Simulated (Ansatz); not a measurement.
C2H5AlO can be A, `C=[C](O)[AlH2]`, or B, `C[CH]1[O][AlH]1`.

Isolated molecules relaxed with PBE0-D4/def2-TZVP in Ansatz; ΔE leaves out vibrations. CCSD(T)/CBS adds triple-zeta CCSD(T) − MP2 to the extrapolated MP2 energy (def2 sets, frozen cores). Functionals use def2-TZVPP. B3LYP here is the variant with VWN-RPA as its local correlation; programs differ in this. One conformer a species, not always the lowest.

Question: Which is lower in electronic energy at CCSD(T)/CBS, and by how much? (An estimate is asked.)

Answer: Ansatz gave: B, by 37.2 kJ/mol.

Question: Give E(B) − E(A) in kJ/mol with HF/def2-TZVPP, B2PLYP, CCSD(T)/def2-SVP, BLYP-D4, B3LYP-D4, r2SCAN-D4, PBE0-D4. (An estimate is asked.)

Answer: Ansatz gave: HF/def2-TZVPP -1.8, B2PLYP -35.9, CCSD(T)/def2-SVP -30.0, BLYP-D4 -29.1, B3LYP-D4 -28.2, r2SCAN-D4 -42.6, PBE0-D4 -38.3. None reverses the order clearly.

Question: Does the order hold for the free energy at 298.15 K (harmonic terms from PBE0-D4)? (An estimate is asked.)

Answer: Computed: Yes: G(B) − G(A) = -23.1 kJ/mol, for one conformer each.

Largest T1 diagnostic: 0.016.

At CCSD(T), def2-SVP lies +7.2 kJ/mol from the extrapolated value and def2-TZVPP +2.0 kJ/mol. In def2-TZVPP, CCSD(T) changes the Hartree–Fock value by −33.5 kJ/mol (the triples alone add −2.3 kJ/mol) and MP2 by −44.9 kJ/mol.
